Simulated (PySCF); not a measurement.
Simulation results for BFH3NSi, CH5NSi2, H5N2Si2, H4NSi2 and others

Calculation on a computer-drawn molecule: the log of a Hartree-Fock and frozen-core CCSD(T) single point meant for a local Hartree-Fock minimum, with one planted fault or none, to be diagnosed. Offsets are logged minus clean, where the clean run is the same molecule without the fault. The reference is restricted for singlets and unrestricted otherwise, and also for a bond in bohr or an excited solution. Adding or removing an electron swaps singlet and doublet. The excited solution moves the top pair (singlet) or top alpha electron (doublet) to the lowest empty orbital. Highest occupied and lowest empty are orbital energies over both spins, largest force is the largest gradient component, triples share is (T) over the correlation energy, the T1 limit is 0.02 restricted and 0.045 unrestricted, electrons count all cores, a negative frequency is imaginary (commonest isotopes), and the dipole is about the centre of nuclear charge. Program: PySCF 2.14.0.

Common to all runs: logged SCF converged yes; logged CC converged yes; logged SCF stable within its kind yes; possible faults no fault, one electron removed, one electron added, multiplicity raised by two, geometry at a saddle point, SCF held on an excited solution, minimal basis STO-3G, one bond length entered in bohr, all coordinates scaled.

(1) 
```xyz
7
formula=BFH3NSi meant_charge=0 meant_multiplicity=1 meant_basis=cc-pV(D+d)Z logged_electrons=39 logged_basis_functions=80 logged_spin_squared=0.7908 logged_highest_occupied=-0.58087 logged_lowest_empty=7.7485 logged_largest_force=0.063769 logged_T1_diagnostic=0.018542 logged_D1_diagnostic=0.073905 logged_triples_share=0.027921 logged_dipole_magnitude=2.1062 logged_energy_HF=-469.25108 logged_energy_CCSD(T)=-469.83631 planted_fault=one_electron_added HF_energy_offset_from_clean_run=2.225 CCSD(T)_energy_offset_from_clean_run=-1.775
N     -1.2962    -3.0352     1.1633
Si    -0.2931    -1.8599     0.8317
B      0.1914    -1.5828    -1.1266
F      1.0298    -0.6097    -1.4615
H     -1.5963    -3.2519     2.0975
H      0.3344    -0.9337     1.8054
H     -0.2533    -2.2685    -1.9987
```

Units: logged_highest_occupied, logged_lowest_empty in eV; logged_largest_force in hartree/bohr; logged_dipole_magnitude in debye; logged_energy_HF, logged_energy_CCSD(T) in hartree; HF_energy_offset_from_clean_run, CCSD(T)_energy_offset_from_clean_run in kcal/mol.

Drawn bonds:
```
atom  other atom  order
   1           2      2
   2           3      1
   3           4      1
   1           5      1
   2           6      1
   3           7      1
```

(2) 
```xyz
9
formula=CH5NSi2 meant_charge=0 meant_multiplicity=1 meant_basis=cc-pV(D+d)Z logged_electrons=46 logged_basis_functions=99 logged_spin_squared=2.0099 logged_highest_occupied=-8.136 logged_lowest_empty=0.0004706 logged_largest_force=0.031249 logged_T1_diagnostic=0.019983 logged_D1_diagnostic=0.075912 logged_triples_share=0.034896 logged_dipole_magnitude=3.7038 logged_energy_HF=-672.98592 logged_energy_CCSD(T)=-673.52195 planted_fault=multiplicity_raised_by_two HF_energy_offset_from_clean_run=17.26 CCSD(T)_energy_offset_from_clean_run=31.63
N     -2.5320     2.4501     0.9091
Si    -1.0145     2.8552     0.8593
C      0.5241     1.7884     0.9266
Si     0.5409     0.3900    -0.3794
H     -2.8741     1.5142     1.0234
H     -0.6933     4.2786     0.6830
H      1.3938     2.4428     0.8189
H      0.5325     1.3416     1.9299
H     -0.4887    -0.4789     0.3149
```

Units: logged_highest_occupied, logged_lowest_empty in eV; logged_largest_force in hartree/bohr; logged_dipole_magnitude in debye; logged_energy_HF, logged_energy_CCSD(T) in hartree; HF_energy_offset_from_clean_run, CCSD(T)_energy_offset_from_clean_run in kcal/mol.

Drawn bonds:
```
atom  other atom  order
   1           2      2
   2           3      1
   3           4      1
   1           5      1
   2           6      1
   3           7      1
   3           8      1
   4           9      1
```

(3) 
```xyz
9
formula=H5N2Si2 meant_charge=1 meant_multiplicity=1 meant_basis=cc-pV(D+d)Z logged_electrons=46 logged_basis_functions=33 logged_spin_squared=0 logged_highest_occupied=-11.643 logged_lowest_empty=-1.0947 logged_largest_force=0.039127 logged_T1_diagnostic=0.03025 logged_D1_diagnostic=0.12692 logged_triples_share=0.033891 logged_dipole_magnitude=6.0386 logged_energy_HF=-681.36105 logged_energy_CCSD(T)=-681.63595 planted_fault=minimal_basis_STO-3G HF_energy_offset_from_clean_run=5061 CCSD(T)_energy_offset_from_clean_run=5246
N     -2.4328     0.9057    -2.3327
Si    -1.8189    -0.3696    -1.7219
N     -1.1110    -0.0852    -0.1127
Si    -0.3439    -1.0165     0.9911
H     -2.9001     1.1106    -3.1921
H     -1.6130    -1.7861    -2.0275
H     -1.2403     0.8938     0.1257
H     -0.1365    -2.4274     0.6905
H      0.1104    -0.4174     2.2393
```

Units: logged_highest_occupied, logged_lowest_empty in eV; logged_largest_force in hartree/bohr; logged_dipole_magnitude in debye; logged_energy_HF, logged_energy_CCSD(T) in hartree; HF_energy_offset_from_clean_run, CCSD(T)_energy_offset_from_clean_run in kcal/mol.

Drawn bonds:
```
atom  other atom  order
   1           2      2
   2           3      1
   3           4      1
   1           5      1
   2           6      1
   3           7      1
   4           8      1
   4           9      1
```

Notes: T1 above single-reference limit.

(4) 
```xyz
7
formula=H4NSi2 meant_charge=-1 meant_multiplicity=1 meant_basis=aug-cc-pV(D+d)Z logged_electrons=40 logged_basis_functions=123 logged_spin_squared=0 logged_highest_occupied=-2.9395 logged_lowest_empty=3.9428 logged_largest_force=0.024952 logged_T1_diagnostic=0.021531 logged_D1_diagnostic=0.064154 logged_triples_share=0.043668 logged_dipole_magnitude=0.72937 logged_energy_HF=-634.6234 logged_energy_CCSD(T)=-635.08999 planted_fault=all_coordinates_scaled,by_+2.6_% HF_energy_offset_from_clean_run=2.389 CCSD(T)_energy_offset_from_clean_run=-0.1793
N     -2.5787     2.2435     0.5989
Si    -1.5572     1.0379     0.0855
Si     0.8229     0.6504     0.0418
H     -2.1302     2.9846     1.1612
H     -2.3459    -0.0021    -0.7372
H      1.1975     1.2934     1.4146
H      0.7109    -0.8472     0.4842
```

Units: logged_highest_occupied, logged_lowest_empty in eV; logged_largest_force in hartree/bohr; logged_dipole_magnitude in debye; logged_energy_HF, logged_energy_CCSD(T) in hartree; HF_energy_offset_from_clean_run, CCSD(T)_energy_offset_from_clean_run in kcal/mol.

Drawn bonds:
```
atom  other atom  order
   1           2      2
   2           3      1
   1           4      1
   2           5      1
   3           6      1
   3           7      1
```

Notes: T1 above single-reference limit.

(5) 
```xyz
6
formula=FH2NSi2 meant_charge=0 meant_multiplicity=1 meant_basis=cc-pV(D+d)Z logged_electrons=46 logged_basis_functions=84 logged_spin_squared=0 logged_highest_occupied=-8.9761 logged_lowest_empty=-0.55839 logged_largest_force=0.032308 logged_T1_diagnostic=0.022513 logged_D1_diagnostic=0.074631 logged_triples_share=0.034389 logged_dipole_magnitude=2.7791 logged_energy_HF=-732.87681 logged_energy_CCSD(T)=-733.46499 planted_fault=all_coordinates_scaled,by_+4.1_% HF_energy_offset_from_clean_run=6.351 CCSD(T)_energy_offset_from_clean_run=0.761
N     -1.0680     1.2629     0.9960
Si     0.3081     0.8578     0.1766
Si     0.7957    -1.4716    -0.7499
F      2.3132    -1.0984    -1.4150
H     -1.8167     0.5520     1.1707
H      1.3506     1.9723    -0.0303
```

Units: logged_highest_occupied, logged_lowest_empty in eV; logged_largest_force in hartree/bohr; logged_dipole_magnitude in debye; logged_energy_HF, logged_energy_CCSD(T) in hartree; HF_energy_offset_from_clean_run, CCSD(T)_energy_offset_from_clean_run in kcal/mol.

Drawn bonds:
```
atom  other atom  order
   1           2      2
   2           3      1
   3           4      1
   1           5      1
   2           6      1
```

Notes: T1 above single-reference limit.

(6) 
```xyz
7
formula=FH3N2Si meant_charge=0 meant_multiplicity=1 meant_basis=cc-pV(D+d)Z logged_electrons=40 logged_basis_functions=80 logged_spin_squared=0.948 logged_highest_occupied=-9.5496 logged_lowest_empty=1.5514 logged_largest_force=0.021404 logged_T1_diagnostic=0.043097 logged_D1_diagnostic=0.26575 logged_triples_share=0.028818 logged_dipole_magnitude=4.2613 logged_energy_HF=-498.91981 logged_energy_CCSD(T)=-499.53683 planted_fault=one_bond_length_entered_in_bohr,row_3_of_the_drawn_bonds HF_energy_offset_from_clean_run=107.9 CCSD(T)_energy_offset_from_clean_run=128.3
N     -2.7187    -1.1036    -0.1308
Si    -1.9710    -0.3330     0.9853
N     -1.3459    -0.7049     2.4853
F     -1.3477     2.5907     0.6440
H     -2.9946    -2.0621    -0.1674
H     -1.3983    -1.6195     2.8860
H     -0.8833    -0.0353     3.0678
```

Units: logged_highest_occupied, logged_lowest_empty in eV; logged_largest_force in hartree/bohr; logged_dipole_magnitude in debye; logged_energy_HF, logged_energy_CCSD(T) in hartree; HF_energy_offset_from_clean_run, CCSD(T)_energy_offset_from_clean_run in kcal/mol.

Drawn bonds:
```
atom  other atom  order
   1           2      2
   2           3      1
   2           4      1
   1           5      1
   3           6      1
   3           7      1
```

(7) 
```xyz
5
formula=ClHNOSi meant_charge=-1 meant_multiplicity=1 meant_basis=aug-cc-pV(D+d)Z logged_electrons=48 logged_basis_functions=29 logged_spin_squared=0 logged_highest_occupied=0.83509 logged_lowest_empty=14.978 logged_largest_force=0.044317 logged_T1_diagnostic=0.024911 logged_D1_diagnostic=0.1015 logged_triples_share=0.092744 logged_dipole_magnitude=0.84853 logged_energy_HF=-868.18111 logged_energy_CCSD(T)=-868.36507 planted_fault=minimal_basis_STO-3G HF_energy_offset_from_clean_run=6457 CCSD(T)_energy_offset_from_clean_run=6767
N     -0.6318    -0.6169    -0.0098
Si    -0.1912     0.4332     1.1261
O     -0.8037     1.2275     2.2741
Cl     1.8864     0.7977     0.9328
H     -1.6117    -0.8460     0.0124
```

Units: logged_highest_occupied, logged_lowest_empty in eV; logged_largest_force in hartree/bohr; logged_dipole_magnitude in debye; logged_energy_HF, logged_energy_CCSD(T) in hartree; HF_energy_offset_from_clean_run, CCSD(T)_energy_offset_from_clean_run in kcal/mol.

Drawn bonds:
```
atom  other atom  order
   1           2      2
   2           3      1
   2           4      1
   1           5      1
```

Notes: T1 above single-reference limit; highest electron not bound in this basis.

(8) 
```xyz
10
formula=BH6N2Si meant_charge=0 meant_multiplicity=2 meant_basis=cc-pV(D+d)Z logged_electrons=39 logged_basis_functions=95 logged_spin_squared=0.759 logged_highest_occupied=-8.1215 logged_lowest_empty=1.7506 logged_largest_force=0.012245 logged_T1_diagnostic=0.014398 logged_D1_diagnostic=0.055249 logged_triples_share=0.027556 logged_dipole_magnitude=2.3795 logged_energy_HF=-426.06385 logged_energy_CCSD(T)=-426.63907 planted_fault=all_coordinates_scaled,by_+1.3_% HF_energy_offset_from_clean_run=1.024 CCSD(T)_energy_offset_from_clean_run=-0.4042
N      0.0962     0.5059    -0.0066
B      1.5030     0.4391    -0.2630
N      2.0142     0.3402    -1.5966
Si     2.8287     0.5664     1.3227
H     -0.2945     0.5576     0.9228
H     -0.6054     0.4755    -0.7361
H      1.4239     0.3011    -2.4183
H      2.9991     0.2739    -1.8076
H      2.2932     0.0947     2.6502
H      4.1756    -0.0680     1.0895
```

Units: logged_highest_occupied, logged_lowest_empty in eV; logged_largest_force in hartree/bohr; logged_dipole_magnitude in debye; logged_energy_HF, logged_energy_CCSD(T) in hartree; HF_energy_offset_from_clean_run, CCSD(T)_energy_offset_from_clean_run in kcal/mol.

Drawn bonds:
```
atom  other atom  order
   1           2      1
   2           3      1
   2           4      1
   1           5      1
   1           6      1
   3           7      1
   3           8      1
   4           9      1
   4          10      1
```
